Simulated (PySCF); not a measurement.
An unknown gives this computed stick spectrum. The calculation used TDDFT wB97X-D/def2-SVPD, vertical, gas phase, core orbitals frozen in the response (PySCF). Geometries: GFN2-xTB, one conformer each.

```tsv
state	E (eV)	f
S1	5.40	0.0042
S2	5.77	0.0023
S3	6.26	0.014
S4	6.75	0.0043
S5	6.79	0.0065
S6	7.01	0.084
S7	7.18	0.054
S8	7.22	0.024
```

Task: Which structure fits? All have the formula C2H9FSSi2.
A. `CS[SiH2][SiH2]CF`
B. `C[Si@@H](CF)S[SiH3]`
C. `[C@@H]([SiH3])([SiH2]S)CF`

Result: A. Its S1, at 5.40 eV, is the lowest among the candidates; the nearest of the others has S1 at 6.19 eV. S1 is HOMO→LUMO (90%). Löwdin shares by element: HOMO sulfur 71%, carbon 10% or more, silicon 9% or more; LUMO silicon 50%, sulfur 10%, carbon 7% or more (atoms not listed hold the other 33%). At the same level the other candidates give, for their lowest levels:
- `C[Si@@H](CF)S[SiH3]`: 6.19 eV (f 0.018); 6.43 eV (f 0.007); 6.79 eV (f 0.004); 7.17 eV (f 0.022); 7.47 eV (f 0.066); T1 5.84 eV; HOMO -8.99, LUMO 1.62 eV
- `FC[C@H]([SiH3])[SiH2]S`: 6.24 eV (f 0.006); 6.37 eV (f 0.028); 7.06 eV (f 0.004); 7.60 eV (f 0.015); 7.77 eV (f 0.025); T1 5.90 eV; HOMO -9.19, LUMO 1.65 eV

The values belong to the conformer `[CH3:1][S:2][SiH2:3][SiH2:4][CH2:5][F:6]`: C1–S2–Si3–Si4 -178°, S2–Si3–Si4–C5 -167°, Si3–Si4–C5–F6 -44°.
Triplets come from the Tamm–Dancoff approximation.
